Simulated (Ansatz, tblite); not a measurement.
Removing and adding an electron: GeCl₄. The state is a singlet with charge 0. Geometry: PBE-D4/def2-SVP. Ansatz, gas phase; energy differences of separate SCF runs; the oxidised species was run as a doublet alone; the reduced species was run as a doublet alone.

```xyz
5

Ge    0.000    0.000    0.000
Cl    0.285    1.818    1.106
Cl   -1.986   -0.039   -0.815
Cl    0.270   -1.682    1.306
Cl    1.431   -0.097   -1.598
```

The xTB rows come from tblite. Correlated methods freeze 29 core orbitals; core or outer-core shells of Ge are correlated, in sets that lack core-valence functions. HOMO above LUMO, or a gap near zero within one spin, warns that the state may not be the lowest or that an electron is smeared out.

| level | −HOMO (eV) | vertical IE (eV) | −LUMO (eV) | vertical EA (eV) | HOMO–LUMO gap (eV) | IE − EA (eV) | remarks |
| --- | --- | --- | --- | --- | --- | --- | --- |
| GFN1-xTB | 12.85 | 15.05 | 7.16 | 4.56 | 5.69 | 10.49 | – |
| GFN2-xTB | 12.46 | 14.92 | 7.73 | 5.49 | 4.74 | 9.43 | – |
| PBE-D4/def2-TZVP | 8.21 | 10.89 | 3.59 | – | 4.62 | – | gap within one spin near zero (+1 doublet) |
| PBE-D4/def2-TZVPD | 8.27 | – | 3.69 | 1.21 | 4.58 | – | HOMO above zero (-1 doublet) |
| BLYP-D4/def2-TZVP | 8.02 | 10.72 | 3.52 | – | 4.50 | – | gap within one spin near zero (+1 doublet) |
| r2SCAN-D4/def2-TZVP | 8.62 | 11.23 | 3.41 | – | 5.20 | – | gap within one spin near zero (+1 doublet) |
| r2SCAN-D4/def2-TZVPD | 8.64 | – | 3.47 | 1.06 | 5.17 | – | HOMO above zero (-1 doublet) |
| PBE0-D4/def2-TZVP | 9.68 | 11.59 | 2.65 | – | 7.03 | – | – |
| PBE0-D4/def2-TZVPD | 9.71 | – | 2.74 | 1.05 | 6.97 | – | HOMO above zero (-1 doublet) |
| CAM-B3LYP-D4/def2-TZVP | 11.05 | 11.99 | 1.62 | – | 9.43 | – | – |
| ωB97X-V/def2-TZVP | 12.13 | 12.23 | 0.45 | – | 11.68 | – | – |
| PBE-QIDH/def2-TZVP | – | 12.38 | – | – | – | – | – |

Run but left out: LDA (SPW92)/def2-TZVP (charge +1 doublet: an occupied level 0.05 eV above an empty one).   A HOMO above zero means that the electron is unbound at that level or that self-interaction error raises the level; the energy of removing that electron tells which. Raw xTB energy differences between charge states are shifted by several eV; the methods need an empirical correction for them.
